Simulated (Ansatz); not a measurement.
One change: `[OH][SnH]([Cl])[SiH2]F` becomes `C[O][SnH]([OH])[Cl]`.

Ansatz, PBE0-D4/def2-TZVP geometries, multiplicity 1. Each molecule was computed in one conformer, which needn't be the lowest.

Elements past krypton have def2 core potentials.

```tsv
property	`[OH][SnH]([Cl])[SiH2]F`
LUMO energy (PBE0/def2-TZVPP) / eV	-1.41
HOMO energy (PBE/def2-TZVPP) / eV	-6.84
HOMO–LUMO gap (PBE0/def2-TZVPP) / eV	6.71
HOMO–LUMO gap (PBE/def2-TZVPP) / eV	4.64
LUMO energy (B3LYP/def2-TZVPP) / eV	-1.60
HOMO energy (B3LYP/def2-TZVPP) / eV	-7.90
```

What does the change do to each property? (Estimate.)

Computed: 
```
                            property  `C[O][SnH]([OH])[Cl]`  shift
  LUMO energy (PBE0/def2-TZVPP) / eV                  -1.28   0.13
   HOMO energy (PBE/def2-TZVPP) / eV                  -6.57   0.27
HOMO–LUMO gap (PBE0/def2-TZVPP) / eV                   6.88   0.17
 HOMO–LUMO gap (PBE/def2-TZVPP) / eV                   4.31  -0.33
 LUMO energy (B3LYP/def2-TZVPP) / eV                  -1.62  -0.02
 HOMO energy (B3LYP/def2-TZVPP) / eV                  -7.92  -0.02
```

With PBE0 the HOMO falls by 0.05 eV and the LUMO rises by 0.13 eV, so the gap widens by about 0.18 eV. PBE moves the HOMO by 0.27 eV and ωB97M-V by -0.41 eV.

B3LYP here is the variant with VWN-RPA as its local correlation; programs differ in this.
